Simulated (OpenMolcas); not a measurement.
**C I: effect of the basis set**

| Quantity | Value |
| --- | --- |
| Program | OpenMolcas 26.06 |
| Method | SS-CASPT2, IPEA 0.25 Eh, imaginary shift 0.1 Eh (closed shells correlated: 1s) |
| Active space | 4 electrons in 8 orbitals (2s 2p 3s 3p) |
| State averaging | 2S+1 = 3 even, 3 roots; 2S+1 = 1 even, 6 roots; 2S+1 = 5 odd, 1 root; 2S+1 = 3 odd, 8 roots; 2S+1 = 1 odd, 3 roots |
| Spin-orbit coupling | RASSI with atomic mean-field integrals over the reference wave functions, term energies averaged over their components |

A. ANO-RCC-VTZP [4s3p2d1f], DKH2, point nucleus; CASPT2 step about 6 core-seconds
B. ANO-RCC-VQZP [5s4p3d2f1g], DKH2, point nucleus; CASPT2 step of the order of 8 core-seconds
C. ANO-RCC [8s8p4d3f2g], DKH2, point nucleus; CASPT2 step of the order of 17 core-seconds

Energies in cm⁻¹ above 2s² 2p² ³P₀, the measured ground level; measured values from NIST Handbook of Basic Atomic Spectroscopic Data.

```json
{"Level": "2s² 2p² ³P₀", "A": "0.0", "B": "0.0", "C": "0.0", "Measured": "0.0"}
{"Level": "2s² 2p² ³P₁", "A": "15.0", "B": "14.8", "C": "14.8", "Measured": "16.4"}
{"Level": "2s² 2p² ³P₂", "A": "44.8", "B": "44.1", "C": "44.1", "Measured": "43.4"}
{"Level": "2s² 2p² ¹D₂", "A": "10450", "B": "10150", "C": "10110", "Measured": "10193"}
{"Level": "2s² 2p² ¹S₀", "A": "21180", "B": "20680", "C": "20550", "Measured": "21648"}
{"Level": "2s 2p³ ⁵S°₂", "A": "31560", "B": "32060", "C": "32330", "Measured": "33735"}
```

Deviations, from unrounded energies. A percentage is the sum of absolute deviations over the sum of measured energies, with the sign that they share, or ± where signs differ.

```csv
Against measurement,Levels,A,B,C
mean absolute deviation (cm-1),5,580,540,520
fine structure of the ground term (%),2,±4.6,±3.9,±3.9
other terms of the ground configuration (%),2,±2.3,-3.2,-3.7
other configurations (%),1,-6.4,-5.0,-4.2
```

B, C lie about equally close to measurement and A furthest from it. The largest miss of C in the table is 2s 2p³ ⁵S°₂, by -1400 cm-1. The ranking rests on the paired levels alone, and a cruder setting can come out closer through cancelling errors.

Among A to C the level of the table that moves most is 2s 2p³ ⁵S°₂, by 770 cm-1 (lowest in A, highest in C). Moves below CASPT2's spread within the term are not significant.

CASPT2 breaks the degeneracy within a term, and the mean is taken; among the terms shown or strongly mixed into the levels shown the widest spread is 45 cm-1 (2s² 2p² ¹D, C). Over all roots computed the reference weight is 0.94 to 0.99 in B, 0.94 to 0.99 in C; the roots of lowest weight are the least certain, and an intruder state may touch them. The run also gave levels led by 2s² 2p 3s, which use shells meant for correlation; these and all levels above them are left out. Measured partners are found by configuration, term and J. A level has none where our copy of the source lacks it or the pairing is in doubt (some pairs that miss far off the trend of their configuration count as doubtful), and it then counts in no deviation. Only configurations of the active space appear. Levels that lie high or do not pair safely by name in every column are left out.

° marks odd parity.
